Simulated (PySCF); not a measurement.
Computed vibrations of [Yb(H2O)3]3+

[Yb(H2O)3]3+ (singlet in the valence; each metal's 4f electrons, 13 of them, lie in its core potential, out of spins and levels). PySCF 2.14.0, RKS B3LYP, Yb lcecp-1-SVP with ECP59, O def2-SVP, H def2-SVP; non-relativistic Hamiltonian with scalar-relativistic core potentials where named; density fitting; no spin-orbit coupling. Central differences of gradients.

```xyz
10

Yb    0.0000    0.0000    0.0000
O     2.2167    0.0000    0.0000
H     2.8370    0.0000    0.7752
H     2.8370    0.0000   -0.7752
O    -1.1084    1.9198    0.0000
H    -1.4185    2.4569    0.7752
H    -1.4185    2.4569   -0.7752
O    -1.1084   -1.9197    0.0000
H    -1.4185   -2.4569    0.7752
H    -1.4185   -2.4569   -0.7752
```

Run from Python with OMP_NUM_THREADS=2. Where DIIS fails, smearing, a level shift and second-order steps follow.
It took 34 s on 2 threads of Arm Neoverse V2, with other jobs on the host.

Task: What are the harmonic wavenumbers and infrared intensities?

Result: Modes are labelled in D3h; negative numbers are unstable modes, those under 60 cm⁻¹ near the noise; a finer grid moves soft modes by up to 10 cm⁻¹.
| cm⁻¹ | km/mol | symmetry |
| --- | --- | --- |
| -208 | – | a1'' |
| -184 | – | e'' |
| -184 | – | e'' |
| -48 | – | a2'' |
| 54 | 6.8 | e' |
| 54 | 6.8 | e' |
| 416 | 0.0 | a1' |
| 420 | 20.8 | e' |
| 420 | 20.8 | e' |
| 639 | 0.0 | e'' |
| 639 | 0.0 | e'' |
| 651 | 0.0 | a2' |
| 658 | 277.7 | a2'' |
| 681 | 574.8 | e' |
| 681 | 574.8 | e' |
| 1666 | 229.8 | e' |
| 1666 | 229.8 | e' |
| 1671 | 0.0 | a1' |
| 3501 | 848.4 | e' |
| 3501 | 848.4 | e' |
| 3522 | 0.0 | a1' |
| 3526 | 0.0 | e'' |
| 3526 | 0.0 | e'' |
| 3529 | 1348.4 | a2'' |

Task: Is this a minimum?

Result: No: 4 unstable; the lowest moves the atoms so:
```
Yb   0.00  0.00  0.00
O    0.00  0.00  0.00
H    0.00  0.41  0.00
H    0.00 -0.41  0.00
O    0.00  0.00  0.00
H   -0.35 -0.20  0.00
H    0.35  0.20  0.00
O    0.00  0.00  0.00
H    0.35 -0.20  0.00
H   -0.35  0.20  0.00
```

An lcecp potential fixes the number of 4f electrons, so in runs with it no electron can move into or out of that shell.
